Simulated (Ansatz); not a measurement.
GeBr2, relaxed as a triplet with UKS r2SCAN-D4/def2-TZVP in Ansatz, starting from the r2SCAN-D4/def2-TZVP geometry of the neutral singlet. Force threshold 0.02 eV/Å.

The relaxation made no stability test and no search for a lower SCF solution. At r2SCAN-D4/def2-TZVP a singlet of charge 0 lies 2.23 eV below the triplet, each at its own geometry. The structure comes from a short search, and lower isomers may exist.

Start:

Cartesian coordinates in Å:
```
Ge 0.404 0.521 -0.741
Br 1.285 0.007 1.370
Br -1.689 -0.528 -0.629
```

```tsv
step	energy (eV)	largest force component (eV/Å)	SCF passes
1	-196609.8856	0.829	17
2	-196610.0313	0.416	27
3	-196610.0446	0.066	21
4	-196610.0469	0.022	22
5	-196610.0470	0.000	23
```

Force components are those of the run's own axes.

End:

| atom | x (Å) | y (Å) | z (Å) |
| --- | --- | --- | --- |
| Ge1 | 0.314 | 0.404 | -0.575 |
| Br2 | 1.487 | 0.094 | 1.393 |
| Br3 | -1.801 | -0.498 | -0.818 |

By distances, no bond broke or formed. The bond that changes most is Ge1–Br2, from 2.34 to 2.31 Å (atoms count from 1).

No frequencies were taken in this run, so the end may be a saddle point.

It took 6.5 s on 4 threads of Intel Xeon 6975P-C on a shared host.
